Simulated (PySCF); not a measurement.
C₂H₆AlIO, SMILES C[O][Al]([CH3])[I]. Coordinates come from a PBE-D3(BJ)/def2-SVP optimisation. The structure was generated by enumeration; whether it is a known compound was not checked. The def2 effective core potentials stand for the cores of I; spin–orbit coupling is left out. One conformer was computed; it need not be the lowest.

**Question.** Give the equilibrium geometry at PBE-D3(BJ)/def2-SVP (PySCF confirms it by a frequency run) as bond lengths and angles, and its point group. (Estimate from the structure and the level; the computed values follow.)

**Answer.** This is not unique; one that fits is point group Cs.
Atoms: Al1 I2 C3 H4 H5 H6 O7 C8 H9 H10 H11. Bonded distances (Å): Al1–I2 2.503, Al1–C3 1.945, Al1–O7 1.710, C3–H4 1.108, C3–H5 1.110, C3–H6 1.110, O7–C8 1.405, C8–H9 1.113, C8–H10 1.115, C8–H11 1.113. Bond angles (°): I2–Al1–C3 122.6, I2–Al1–O7 117.2, C3–Al1–O7 120.2, Al1–C3–H4 111.0, Al1–C3–H5 110.7, Al1–C3–H6 110.7, H4–C3–H5 108.7, H4–C3–H6 108.7, H5–C3–H6 107.0, Al1–O7–C8 137.1, O7–C8–H9 110.3, O7–C8–H10 112.9, O7–C8–H11 110.3, H9–C8–H10 107.8, H9–C8–H11 107.4, H10–C8–H11 107.8.
